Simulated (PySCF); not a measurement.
**Polarisability and C₆ of Tc³⁺ (technetium, charge +3)**

[Kr] 4d4, high-spin 5D determinant. Calculation: PySCF 2.14, in aug-cc-pVTZ-DK; scalar relativity by spin-free X2C-1e. Coupled (time-dependent) response in atomic units; α is the mean over directions.

| method | mean α (bohr³) | α xx, yy, zz | C₆ (like pair) | S(−4) |
| --- | --- | --- | --- | --- |
| UHF | 5.112 | 4.891, 4.891, 5.555 | 23.10 | 5.961 |
| PBE | 5.537 | 5.310, 5.310, 5.989 | 25.08 | 8.017 |

S(−4) is the Cauchy moment in α(ω) = α(0) + S(−4) ω² + …

Spin-orbit coupling is absent.

α(iu) at UHF:

```json
{"u (hartree)": "0", "α(iu) (bohr³)": "5.112"}
{"u (hartree)": "0.0500", "α(iu) (bohr³)": "5.098"}
{"u (hartree)": "0.100", "α(iu) (bohr³)": "5.054"}
{"u (hartree)": "0.200", "α(iu) (bohr³)": "4.892"}
{"u (hartree)": "0.300", "α(iu) (bohr³)": "4.660"}
{"u (hartree)": "0.500", "α(iu) (bohr³)": "4.109"}
{"u (hartree)": "0.750", "α(iu) (bohr³)": "3.445"}
{"u (hartree)": "1.00", "α(iu) (bohr³)": "2.884"}
{"u (hartree)": "1.50", "α(iu) (bohr³)": "2.051"}
{"u (hartree)": "2.00", "α(iu) (bohr³)": "1.499"}
{"u (hartree)": "3.00", "α(iu) (bohr³)": "0.8725"}
{"u (hartree)": "5.00", "α(iu) (bohr³)": "0.3872"}
```

A single London oscillator, α(iu) = α/(1 + u²/ω²), gives C₆ = (3/4) ω α². Matching the computed C₆ needs ω = 4 × 23.10 / (3 × 5.112²) = 1.18 hartree.

For an ion, C₆ is the dispersion term alone; charge-induced terms of lower order in 1/R come first.

The components differ because the open shell of this determinant is not spherical; for a pure term their mean is the scalar polarisability.
